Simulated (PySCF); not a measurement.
Electron correlation in Ag⁺ (silver, charge +1)

[Kr] 4d9 5s1, high-spin 3D determinant (an excited configuration). Calculation: PySCF 2.14, in aug-cc-pVDZ-PP with ECP28MDF (5s5p4d2f, 54 functions); a scalar-relativistic core potential. Frozen: 4s2 4p6; 10 electrons correlated.

| level | correlation energy (mhartree) |
| --- | --- |
| CCSD | -254.72 |
| (T) | -4.80 |
| CCSD(T) | -259.52 |

Diagnostics: T1 = 0.0092, D1 = 0.0348, largest double amplitude 0.018.

Cost of the coupled-cluster step: of the order of 4 core-seconds, for 10 correlated electrons.

Iterations:

```
CC2 = 0
CCSD nocc = (np.int64(6), np.int64(4)), nmo = (50, 50)
frozen orbitals [[0, 1, 2, 3], [0, 1, 2, 3]]
max_cycle = 100
direct = 0
conv_tol = 1e-08
conv_tol_normt = 1e-06
diis_space = 8
diis_start_cycle = 0
Init t2, MP2 energy = -0.262606209883291
Init E_corr(UCCSD) = -0.262606209883361
cycle = 1  E_corr(UCCSD) = -0.251782044662495  dE = 0.0108241652  norm(t1,t2) = 0.0379417
cycle = 2  E_corr(UCCSD) = -0.254324897390766  dE = -0.00254285273  norm(t1,t2) = 0.0102116
cycle = 3  E_corr(UCCSD) = -0.254547891857619  dE = -0.000222994467  norm(t1,t2) = 0.00418223
cycle = 4  E_corr(UCCSD) = -0.254725572285242  dE = -0.000177680428  norm(t1,t2) = 0.00115236
cycle = 5  E_corr(UCCSD) = -0.254724239984127  dE = 1.33230111e-06  norm(t1,t2) = 0.000332985
cycle = 6  E_corr(UCCSD) = -0.254721714768057  dE = 2.52521607e-06  norm(t1,t2) = 9.58417e-05
cycle = 7  E_corr(UCCSD) = -0.254724243445712  dE = -2.52867765e-06  norm(t1,t2) = 3.06517e-05
cycle = 8  E_corr(UCCSD) = -0.254724018582587  dE = 2.24863125e-07  norm(t1,t2) = 1.00331e-05
cycle = 9  E_corr(UCCSD) = -0.25472377540339  dE = 2.43179197e-07  norm(t1,t2) = 2.94117e-06
cycle = 10  E_corr(UCCSD) = -0.254723816380143  dE = -4.09767534e-08  norm(t1,t2) = 1.1071e-06
cycle = 11  E_corr(UCCSD) = -0.25472381958376  dE = -3.20361687e-09  norm(t1,t2) = 5.031e-07
UCCSD converged
E(UCCSD) = -145.9123645051334  E_corr = -0.2547238195837602
UCCSD(T) correction = -0.00479761990444523
```
